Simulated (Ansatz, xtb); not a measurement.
C5H7BO: which of two isomers lies lower

We compare X, `Bc1cocc1C`, a singlet, with Y, `Bc1ccc(C)o1`, a singlet. Both are isolated molecules in the gas phase, relaxed with B3LYP-D3(BJ)/def2-SVP; the shapes shown needn't be the lowest conformers.

X (Å):

| atom | x (Å) | y (Å) | z (Å) |
| --- | --- | --- | --- |
| C | -2.2555 | -0.6800 | -1.0229 |
| C | -2.1530 | 0.2385 | -2.0524 |
| C | -0.7821 | 0.9489 | -0.5105 |
| C | -1.3325 | -0.1878 | -0.0032 |
| C | -1.0579 | -0.8163 | 1.3256 |
| B | -3.1575 | -1.9055 | -1.0345 |
| O | -1.2827 | 1.2116 | -1.7643 |
| H | -3.8520 | -2.1277 | -1.9979 |
| H | -3.1951 | -2.6656 | -0.0971 |
| H | -2.6442 | 0.2991 | -3.0219 |
| H | -0.0533 | 1.6619 | -0.1344 |
| H | -0.3183 | -0.2380 | 1.8986 |
| H | -0.6732 | -1.8421 | 1.2074 |
| H | -1.9776 | -0.8883 | 1.9281 |

Y (Å):

```xyz
14

C    -2.4146   -0.5386   -1.4713
C    -2.0816    0.7765   -1.1666
C    -1.3666    0.7744    0.0542
C    -1.2928   -0.5498    0.4460
C    -0.6771   -1.2069    1.6281
B    -3.1635   -1.1567   -2.6269
O    -1.9082   -1.3330   -0.4472
H    -3.3389   -2.3470   -2.6885
H    -3.5838   -0.4277   -3.4911
H    -2.3394    1.6380   -1.7801
H    -0.9515    1.6240    0.5918
H    -0.2087   -0.4594    2.2819
H     0.0901   -1.9345    1.3160
H    -1.4346   -1.7594    2.2081
```

Question: Estimate which is lower in electronic energy at CCSD(T)/def2-SVP + ΔMP2/def2-TZVPP, and by roughly how much.

Answer: The CCSD(T)/def2-SVP + ΔMP2/def2-TZVPP calculation puts structure Y lower, by 4.9 kcal/mol.

How the difference moves with the method:

```
                             level               geometry  E(Y) − E(X) (kcal/mol)  departure from the last row (kcal/mol)  job, with rough time for the two
                          GFN2-xTB               GFN2-xTB                      −4.0                                    +0.9              optimisation, 0.13 s
                         HF/STO-3G               GFN2-xTB                      −4.5                                    +0.4              single point, 0.48 s
                r2SCAN-D4/def2-SVP               GFN2-xTB                      −6.2                                    −1.4               single point, 5.7 s
             B3LYP-D3(BJ)/def2-SVP  B3LYP-D3(BJ)/def2-SVP                      −6.0                                    −1.2                optimisation, 98 s
                       HF/def2-SVP  B3LYP-D3(BJ)/def2-SVP                      −4.4                                    +0.5           part of the CCSD(T) run
                      MP2/def2-SVP  B3LYP-D3(BJ)/def2-SVP                      −4.9                                     0.0           part of the CCSD(T) run
                  CCSD(T)/def2-SVP  B3LYP-D3(BJ)/def2-SVP                      −4.3                                    +0.5                      single point
CCSD(T)/def2-SVP + ΔMP2/def2-TZVPP  B3LYP-D3(BJ)/def2-SVP                      −4.9                                                     single point, 1.7 min
```

As drawn, both hold the same kinds of bond in the same numbers.

The levels shown agree on the order. The largest departure from CCSD(T)/def2-SVP + ΔMP2/def2-TZVPP is that of r2SCAN-D4/def2-SVP, 1.4 kcal/mol. The last row adds to CCSD(T) the change of the MP2 difference between the two basis sets, here −0.5 kcal/mol.

With thermal terms from frequencies at re-optimised GFN2-xTB minima (ideal gas, soft modes damped towards free rotors, one conformer each, 298.15 K, 1 atm): the zero-point term adds 0.0 kcal/mol; ΔH is −4.9 and ΔG −5.0 kcal/mol.

The correlated steps freeze 7 core orbitals. Run with Ansatz 0.2.0, xtb 6.7.1; the last row on 2 threads of Arm Neoverse V1 on a shared host.
